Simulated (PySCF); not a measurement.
Compound: C₆H₈O.
Numbering: `[CH2:1]=[CH:2]/[CH:3]=[CH:4]/[C:5]([CH3:6])=[O:7]` (hydrogens: H8, H9 on C1; H10 on C2; H11 on C3; H12 on C4; H13, H14, H15 on C6)

A GFN2-xTB structure was refined with PBE0-D3(BJ)/def2-SVP geometry optimisation, gas phase (PySCF). Its GFN2-xTB values:

| coordinate | GFN2-xTB |
| --- | --- |
| C1=C2 | 1.332 Å |
| C1–H8 | 1.077 Å |
| C1–H9 | 1.078 Å |
| C2–C3 | 1.439 Å |
| C2–H10 | 1.083 Å |
| C3=C4 | 1.342 Å |
| C3–H11 | 1.083 Å |
| C4–C5 | 1.470 Å |
| C4–H12 | 1.081 Å |
| C5–C6 | 1.510 Å |
| C5=O7 | 1.212 Å |
| C6–H13 | 1.088 Å |
| C1–C2–C3 | 123.0° |
| C2–C3–C4 | 124.7° |
| C3–C4–C5 | 121.4° |
| C4–C5–C6 | 114.5° |
| C4–C5–O7 | 122.9° |
| C6–C5–O7 | 122.6° |

Task: How do these coordinates change at the PBE0-D3(BJ)/def2-SVP level?

Result: 
```tsv
coordinate	PBE0-D3(BJ)/def2-SVP (Å or °)	change
C1–H9	1.094	+0.016
C1–H8	1.093	+0.016
C4–C5	1.485	+0.015
C4–H12	1.095	+0.014
C3–H11	1.097	+0.014
C6–H13	1.102	+0.014
C2–H10	1.096	+0.013
C1=C2	1.342	+0.010
C2–C3	1.446	+0.007
C3=C4	1.347	+0.005
C5–C6	1.508	-0.002
C5=O7	1.213	+0.001
C4–C5–C6	116.2	+1.7
C4–C5–O7	121.8	-1.1
C6–C5–O7	121.9	-0.7
C3–C4–C5	120.9	-0.5
C1–C2–C3	123.4	+0.4
C2–C3–C4	124.8	+0.1
```

The energy falls by 0.046 eV over 5 energy and gradient evaluations, the largest force component goes from 0.0109 to 2.6e-04 Eh/bohr, and the atoms move by 0.039 Å rms after alignment. Among the bonds, C4–C5, C1–H8 and C1–H9 change most and about equally (+0.015 to +0.016 Å). Bonds longer at the end by more than 0.005 Å: 12 of 14; shorter: 0. Rotational constants go from 8753, 1171, 1039 to 8820, 1156, 1028 MHz.

The run used 138 basis functions and 37 SCF cycles in all. Time: 29 s; peak memory 0.63 GiB. Hardware: one thread, Arm Neoverse V1 (aarch64), shared host with 32 logical CPUs at a one-minute load of 34.

No frequency check. The numbers are those of one conformer.

Shape of the structure used: `[CH2:1]=[CH:2]/[CH:3]=[CH:4]/[C:5]([CH3:6])=[O:7]`: C1–C2–C3–C4 180°, C3–C4–C5–C6 180°.
